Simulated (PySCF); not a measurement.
# Polarisability and C₆ of Kr²⁺ (krypton, charge +2)

[Ar] 3d10 4s2 4p4, high-spin 3P determinant. Calculation: PySCF 2.14, in x2c-TZVPPall with one added diffuse shell each of s, p, d type (7s6p5d1f, 57 functions); scalar relativity by spin-free X2C-1e. Coupled (time-dependent) response in atomic units; α is the mean over directions.

```json
{"method": "UHF", "mean α (bohr³)": "7.406", "α xx, yy, zz": "7.422, 7.372, 7.422", "C₆ (like pair)": "35.95", "S(−4)": "10.52"}
{"method": "PBE", "mean α (bohr³)": "7.476", "α xx, yy, zz": "7.419, 7.590, 7.419", "C₆ (like pair)": "36.29", "S(−4)": "10.85"}
{"method": "PBE0", "mean α (bohr³)": "7.414", "α xx, yy, zz": "7.381, 7.479, 7.381", "C₆ (like pair)": "35.93", "S(−4)": "10.59"}
{"method": "revPBE", "mean α (bohr³)": "7.492", "α xx, yy, zz": "7.440, 7.597, 7.440", "C₆ (like pair)": "36.42", "S(−4)": "10.90"}
```

S(−4) is the Cauchy moment in α(ω) = α(0) + S(−4) ω² + …

Spin-orbit coupling is absent.

α(iu) at PBE0:

| u (hartree) | α(iu) (bohr³) |
| --- | --- |
| 0 | 7.414 |
| 0.0500 | 7.387 |
| 0.100 | 7.310 |
| 0.200 | 7.015 |
| 0.300 | 6.578 |
| 0.500 | 5.504 |
| 0.750 | 4.206 |
| 1.00 | 3.188 |
| 1.50 | 1.922 |
| 2.00 | 1.259 |
| 3.00 | 0.6569 |
| 5.00 | 0.2769 |

A single London oscillator, α(iu) = α/(1 + u²/ω²), gives C₆ = (3/4) ω α². Matching the computed C₆ needs ω = 4 × 35.93 / (3 × 7.414²) = 0.872 hartree.

For an ion, C₆ is the dispersion term alone; charge-induced terms of lower order in 1/R come first.

The components differ because the open shell of this determinant is not spherical; for a pure term their mean is the scalar polarisability.
